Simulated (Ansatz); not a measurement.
`FC([SiH3])B[SiH3]` + `O[SiH](O)[SiH3]` → `O[SiH]([SiH3])O[SiH3]` + `BC(F)[SiH3]`  (cleavage of the Si–B bond)

Gas-phase electronic energies from Ansatz, PBE0-D4/def2-TZVP geometries. CCSD(T)/CBS adds triple-zeta CCSD(T) − MP2 to the extrapolated MP2 energy (def2 sets, frozen cores). This one scheme is used for every species. DFT in def2-TZVPP. B3LYP here is the variant with VWN-RPA as its local correlation; programs differ in this. One conformer a species, not always the lowest.

| level | ΔE (kJ/mol) |
| --- | --- |
| B3LYP-D4 | -117.0 |
| ωB97X-V | -113.1 |

Question: What does CCSD(T)/CBS give? (Estimate.)

Answer: Computed: -114.2 kJ/mol. The listed levels differ from it by -2.8, 1.1 kJ/mol.

Largest T1 diagnostic among the species: 0.014.

In def2-TZVPP, CCSD(T) changes the Hartree–Fock value by +40.6 kJ/mol (the triples alone add +6.0 kJ/mol) and MP2 by +34.6 kJ/mol. From PBE to PBE0 (25 % exact exchange), in def2-TZVPP and without D4, ΔE moves by −11.0 kJ/mol.
